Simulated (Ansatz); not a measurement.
Consider the cleavage of the Si–Al bond: `[NH2][AlH][SiH2]O` + `O[SiH](Cl)Cl` → `O[SiH2]O[SiH](Cl)Cl` + `[NH2][AlH2]`.

Computed with Ansatz on PBE0-D4/def2-TZVP structures; ΔE is electronic, products minus reactants. CCSD(T)/CBS is the MP2 limit (def2-TZVPP, def2-QZVPP) plus CCSD(T) − MP2 in def2-TZVPP, frozen cores. This one scheme is used for every species. DFT in def2-TZVPP. Each species was taken in one conformer, which may not be the lowest.

`[NH2][AlH][SiH2]O`:

```xyz
10

N     1.200    1.096   -1.273
Al    0.433   -0.488   -1.081
Si   -1.035   -0.741    0.884
O    -0.930    0.560    1.920
H     1.830    1.351   -2.017
H     1.022    1.892   -0.681
H     0.773   -1.597   -2.166
H    -0.754   -2.016    1.619
H    -2.474   -0.797    0.502
H    -0.065    0.740    2.291
```

`O[SiH](Cl)Cl`:

Cartesian coordinates in Å:
```
O 0.523 0.554 1.103
Si -0.173 -0.325 -0.068
Cl 1.149 -0.737 -1.568
Cl -1.751 0.670 -0.899
H 0.891 1.414 0.890
H -0.639 -1.575 0.542
```

`O[SiH2]O[SiH](Cl)Cl`:

Cartesian coordinates in Å:
```
O -2.075 -0.400 -0.736
Si -1.093 -0.822 0.497
O 0.495 -0.629 0.096
Si 1.604 0.470 -0.289
Cl 0.687 2.083 -1.162
Cl 2.573 1.116 1.380
H -2.115 0.523 -0.991
H -1.348 0.006 1.700
H -1.312 -2.260 0.732
H 2.584 -0.087 -1.228
```

`[NH2][AlH2]`:

Cartesian coordinates in Å:
```
N -0.195 0.168 -0.902
Al 0.173 -0.149 0.796
H -0.630 -0.489 -1.529
H -0.001 1.032 -1.382
H -0.206 -1.570 1.383
H 0.859 1.007 1.633
```

```csv
level,ΔE (eV)
ωB97X-V,-1.44
B2PLYP,-1.48
SCS-MP2/def2-TZVPP,-1.57
MP2/def2-QZVPP,-1.57
```

Q: What does CCSD(T)/CBS give? (Best estimate.)

A: The calculation gave: -1.47 eV. The listed levels differ from it by 0.03, -0.01, -0.10, -0.10 eV.

Largest T1 diagnostic among the species: 0.012.

From PBE to PBE0 (25 % exact exchange), in def2-TZVPP and without D4, ΔE moves by −0.11 eV. In def2-TZVPP, CCSD(T) changes the Hartree–Fock value by +0.23 eV (the triples alone add +0.03 eV) and MP2 by +0.14 eV. The D4 term adds −0.07 eV with B3LYP and −0.04 eV with PBE0; it sums over pairs of atoms, weighted by their polarisabilities, and B3LYP, whose exchange is more repulsive, gets the larger term.

B3LYP here is the variant with VWN-RPA as its local correlation; programs differ in this.
